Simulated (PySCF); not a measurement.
C3F6O. Atoms are numbered in the order given.

```xyz
10

F      1.7573     0.9300     0.7872
C      1.3944    -0.1463     0.1220
F      2.2686    -1.1120     0.3141
O      0.9541     0.0364    -1.1593
C      0.0201    -0.4618    -0.2335
F     -0.3391    -1.7296    -0.4019
C     -1.1942     0.4149     0.0424
F     -2.0646     0.3034    -0.9514
F     -0.8387     1.6832     0.1614
F     -1.7784     0.0215     1.1671
```

Coordinates come from a PBE0-D3(BJ)/def2-SVP optimisation.

The numbers are results of r2SCAN/def2-SVP run with PySCF, not measurements.

Atomic charges (e):

```tsv
atom	Löwdin	Mulliken	meta-Löwdin
F1	-0.03	-0.14	-0.23
C2	0.11	0.49	0.66
F3	-0.02	-0.14	-0.23
O4	-0.08	-0.26	-0.35
C5	0.03	0.07	0.38
F6	-0.03	-0.16	-0.24
C7	0.13	0.61	0.74
F8	-0.03	-0.16	-0.24
F9	-0.03	-0.15	-0.24
F10	-0.04	-0.16	-0.24
```

**Question.** Give the Mayer and Wiberg (Löwdin basis) orders of the bonds. (An estimate is asked for; the answer gives what the named calculation found.)

**Answer.** 
| bond | Mayer | Wiberg |
|---|---|---|
| F1–C2 | 1.17 | 1.36 |
| C2–F3 | 1.17 | 1.36 |
| C2–O4 | 1.06 | 1.27 |
| C2–C5 | 0.93 | 1.02 |
| O4–C5 | 0.92 | 1.18 |
| C5–F6 | 1.12 | 1.32 |
| C5–C7 | 0.87 | 0.96 |
| C7–F8 | 1.15 | 1.35 |
| C7–F9 | 1.17 | 1.35 |
| C7–F10 | 1.15 | 1.34 |
